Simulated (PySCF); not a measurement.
## Two-component Hartree-Fock for Br²⁺ (bromine, charge +2)

Start: [Ar] 3d10 4s2 4p3; 4p3/2 filled at m_j = -1/2, +1/2, +3/2. Calculated with PySCF 2.14 in x2c-SVPall-2c with one added diffuse shell each of s, p, d type (6s7p4d, 47 functions): generalised Hartree-Fock with the X2C-1e Hamiltonian and a Gaussian nucleus; one run each with spin-orbit coupling (SO) switched off, then screened by Boettger's factors. This is a chosen level, not necessarily the ground level.

| spinor shell | electrons | ε, spin-free (eV) | ε, screened SO (eV) | weight of nominal j (screened SO) | rms radius, screened SO (bohr) |
| --- | --- | --- | --- | --- | --- |
| 1s1/2 | 2 | -13576.8 | -13576.5 | 1.000 | 0.0493 |
| 2s1/2 | 2 | -1848.8 | -1848.8 | 1.000 | 0.205 |
| 2p1/2 | 2 | -1628.8 | -1661.4 | 1.000 | 0.180 |
| 2p3/2 | 4 | -1628.8 | -1613.0 | 1.000 | 0.184 |
| 3s1/2 | 2 | -301.18 | -301.16 | 1.000 | 0.588 |
| 3p1/2 | 2 | -229.10 | -234.16 | 0.995 | 0.601 |
| 3d3/2 | 4 | -109.66 | -110.40 | 0.953 | 0.649 |
| 3d5/2 | 6 | -109.66 | -109.14 | 0.969 | 0.650 |
| 4s1/2 | 2 | -48.180 | -48.172 | 1.000 | 1.72 |
| 4p3/2 | 3 | -35.175 | -35.173 | 0.622 | 2.00 |

Task: Where does 3p3/2 lie, and what is the 3p spin-orbit splitting (screened SO)?

Result: At -226.63 eV, 7.528 eV above 3p1/2.

| quantity | spin-free | screened SO |
| --- | --- | --- |
| E (hartree) | -2602.79061 | -2602.90886 |
| M_J | 3/2 | 3/2 |
| ⟨J²⟩ | 3.751 | 3.751 |
| ⟨L²⟩ | 0.000 | 0.024 |
| ⟨S²⟩ | 3.751 | 3.722 |

Each row is a mean over spinors that exchange with the open shell spreads, by up to 9.521 eV (4s1/2).

Rows whose weight is well below 1 are mixtures of j = l ± 1/2: exchange outweighs spin-orbit coupling there, and the label is only the starting occupation.

Without spin-orbit coupling the j labels of p, d and f shells carry no meaning; the spin-free column gives the mean over the occupied spinors of each nl shell.
